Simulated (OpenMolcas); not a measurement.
# A ladder of methods for CH3AlF2 (SMILES [CH3][Al]([F])[F])

The species is CH3AlF2 (7 atoms), meant as a singlet with charge 0. SMILES: `[CH3][Al]([F])[F]`. Geometry: relaxed at PBE0-D4/def2-TZVP.

```xyz
7

C    -0.2536    0.8259   -0.2387
Al    0.2931   -0.9562    0.2455
F     1.5132   -1.2195    1.3155
F    -0.4234   -2.2976   -0.3786
H    -1.0758    0.8160   -0.9561
H    -0.5734    1.3845    0.6451
H     0.5811    1.3789   -0.6782
```

Quantity: the HOMO–LUMO gap, in eV. The values are calculated.

```json
{"level": "HF/def2-SVPD", "kind": "Hartree–Fock", "program": "OpenMolcas", "value (eV)": "13.74"}
{"level": "PBE/def2-SVPD", "kind": "GGA", "program": "OpenMolcas", "value (eV)": "6.48"}
{"level": "M06-L/def2-SVPD", "kind": "meta-GGA", "program": "OpenMolcas", "value (eV)": "7.36"}
{"level": "TPSS/def2-SVPD", "kind": "meta-GGA", "program": "OpenMolcas", "value (eV)": "6.73"}
{"level": "B3LYP/def2-SVPD", "kind": "global hybrid", "program": "OpenMolcas", "value (eV)": "8.07"}
{"level": "BHLYP/def2-SVPD", "kind": "global hybrid", "program": "OpenMolcas", "value (eV)": "10.41"}
{"level": "PBE0/def2-SVPD", "kind": "global hybrid", "program": "OpenMolcas", "value (eV)": "8.61"}
{"level": "B2PLYP/def2-SVPD", "kind": "double hybrid", "program": "OpenMolcas", "value (eV)": "10.55"}
```

The values span 6.48 to 13.74 eV. Orbital gaps aren't excitation energies, and those of double hybrids come from the SCF part alone; they tend to grow with the share of exact exchange.
